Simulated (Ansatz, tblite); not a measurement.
Cost and result up the ladder for Sn₂₇BH₄₀ (68 atoms). The state is a doublet with charge 0. Geometry: PBE-D4/def2-SVP.

Cartesian coordinates in Å:
```
Sn 7.615 -0.039 -1.278
Sn 5.836 -4.107 -2.730
Sn 3.487 -0.274 -3.007
Sn 2.473 1.376 0.129
Sn 1.153 -2.281 -1.116
Sn 3.929 -1.897 0.686
Sn -1.545 1.308 -1.766
Sn -3.225 3.217 1.944
Sn -4.882 -0.874 0.465
Sn -0.760 -0.564 2.532
Sn -7.322 2.968 -0.069
Sn -6.662 1.162 4.158
Sn 5.828 1.310 -2.981
Sn 0.698 2.961 -1.400
Sn -5.011 4.553 0.226
Sn 4.098 -2.648 -4.405
Sn -0.793 -1.158 -2.886
Sn -6.653 0.496 -1.243
Sn 8.187 -2.593 -2.333
Sn 6.334 -0.437 1.195
Sn 4.672 -4.482 -0.189
B 2.776 -0.630 -0.883
Sn 1.460 1.156 2.755
Sn -0.125 -3.017 1.300
Sn -2.583 0.723 0.794
Sn -4.352 2.743 4.481
Sn -5.995 -1.324 3.012
Sn -8.470 2.507 2.464
H 9.081 0.858 -0.991
H 6.301 -5.635 -3.428
H 2.273 0.618 -3.891
H 3.996 2.229 0.181
H 1.855 -3.675 -1.902
H 3.012 -1.973 2.172
H -2.805 2.018 -2.738
H -1.747 4.129 2.103
H -4.392 -2.383 -0.260
H -1.617 -0.791 4.034
H -8.480 3.796 -1.076
H -7.420 0.906 5.707
H 6.529 1.431 -4.567
H 5.530 2.924 -2.415
H 1.393 3.475 -2.906
H 0.198 4.383 -0.535
H -4.251 4.793 -1.318
H -5.433 6.121 0.844
H 4.908 -2.309 -5.905
H 2.689 -3.588 -4.785
H -0.126 -1.104 -4.489
H -2.115 -2.293 -2.899
H -5.880 0.748 -2.779
H -8.091 -0.436 -1.535
H 9.033 -2.384 -3.838
H 9.263 -3.421 -1.248
H 7.258 -1.448 2.271
H 5.936 1.019 2.054
H 5.863 -5.120 0.909
H 3.343 -5.596 -0.211
H 2.633 0.547 3.882
H 0.907 2.688 3.360
H 0.839 -4.079 2.278
H -1.601 -3.855 0.919
H -3.194 1.918 5.479
H -4.759 4.231 5.282
H -4.835 -2.154 4.005
H -7.407 -2.333 2.913
H -8.931 4.020 3.185
H -9.921 1.568 2.285
```

Ansatz on 11 threads of AMD EPYC 7R13 on a shared host and a whole NVIDIA H100 80GB HBM3; xTB runs through tblite on one thread. Times are rough, summed over both states, and most runs start from the orbitals of an earlier one. PBE0-D4/def2-SVP serves as the yardstick here, not as an exact answer. The other state is a singlet, and no other spin of it was run.

In the def2 sets Sn takes a core potential; there is no spin–orbit coupling. The xTB rows come from tblite. Single mean-field runs in def2-SVP are fitted with def2-universal-jkfit.

Raw xTB energies of ions are shifted by several eV, and xTB has no spin-polarisation term.

```tsv
level	functions	wall time	vertical IE (eV)	difference from PBE0-D4/def2-SVP (eV)
GFN1-xTB	327	1.8 s	11.28	4.10
GFN2-xTB	287	4.9 s	11.70	4.52
PBE-D4/def2-SVP	916	18 s	6.78	-0.41
B97M-V/def2-SVP	916	35 s	7.01	-0.18
PBE0-D4/def2-SVP (with forces)	916	39 s	7.18	0.00
```
